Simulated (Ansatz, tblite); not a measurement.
Isomers of Ge$_{3}$O$_{2}$ (singlet), found by a short tight-binding search and relaxed with B3LYP-D4/def2-SVP in Ansatz.

The xTB rows come from tblite. LC-ωPBE has ω = 0.4 bohr⁻¹. Correlated methods freeze 29 core orbitals; core or outer-core shells of Ge are correlated, in sets that lack core-valence functions.

Run but left out: HF/def2-SVP (A: restricted singlet, unstable towards broken spin symmetry).

A: The restricted singlet is unstable towards broken spin symmetry in Hartree–Fock (as tested in another run); at PBE-D4/def2-TZVP, r2SCAN-D4/def2-TZVP, PBE0-D4/def2-TZVP, LC-ωPBE/def2-TZVP and others this wasn't settled. At CCSD(T)/def2-SVP the restricted singlet (for correlated methods, its reference) is unstable: a solution with broken spin symmetry lies lower. B: The restricted singlet is unstable towards broken spin symmetry in Hartree–Fock (as tested in another run); at PBE-D4/def2-TZVP, r2SCAN-D4/def2-TZVP, PBE0-D4/def2-TZVP, LC-ωPBE/def2-TZVP and others this wasn't settled. At CCSD(T)/def2-SVP T1 of the charge 0 singlet is large (up to 0.024), so the single-reference result is doubtful. At CCSD(T)/def2-SVP the restricted singlet (for correlated methods, its reference) is unstable: a solution with broken spin symmetry lies lower.

Other spin states were run for one of them alone.

A:

```xyz
5

Ge   -1.481   -0.762    0.961
Ge    1.553   -0.528   -0.337
Ge   -0.980    1.599   -0.428
O     0.701    1.011   -0.783
O     0.206   -1.319    0.587
```

B:

```
atom   x (Å)   y (Å)   z (Å)
 Ge1  -1.653  -0.826   0.039
 Ge2   0.817   1.310   0.135
 Ge3   0.854  -1.398  -0.132
  O4  -0.645  -1.637  -1.230
  O5   0.626   2.551   1.188
```

C:

| atom | x (Å) | y (Å) | z (Å) |
| --- | --- | --- | --- |
| Ge1 | 1.549 | 0.016 | -0.291 |
| Ge2 | -0.409 | 1.397 | 0.539 |
| Ge3 | -1.289 | -0.907 | -0.052 |
| O4 | -0.139 | 0.113 | -1.212 |
| O5 | 0.287 | -0.620 | 1.017 |

**Question.** Estimate their order by electronic energy at PBE0-D4/def2-TZVP, counted from the lowest.

**Answer.** C (0.0) < A (24.6) < B (181.4), in kJ/mol.

**Question.** Do the other levels pick the same lowest one?

**Answer.** Not GFN1-xTB, GFN2-xTB, CCSD/def2-SVP. Energies above each level's lowest (kJ/mol):

| level | A | B | C |
| --- | --- | --- | --- |
| GFN1-xTB | 0.0 | 30.6 | 18.1 |
| GFN2-xTB | 0.0 | 156.6 | 42.1 |
| PBE-D4/def2-TZVP | 41.8 | 158.2 | 0.0 |
| r2SCAN-D4/def2-TZVP | 43.5 | 176.3 | 0.0 |
| PBE0-D4/def2-TZVP | 24.6 | 181.4 | 0.0 |
| LC-ωPBE/def2-TZVP | 12.4 | 200.2 | 0.0 |
| ωB97X-V/def2-TZVP | 6.9 | 196.4 | 0.0 |
| MP2/def2-SVP | 33.1 | 170.0 | 0.0 |
| CCSD/def2-SVP | 0.0 | 188.0 | 11.9 |
| CCSD(T)/def2-SVP | 6.6 | 166.3 | 0.0 |
Point groups (tolerance 0.1 Å): A C2v, B not assigned, C C2v. Lower isomers may exist.
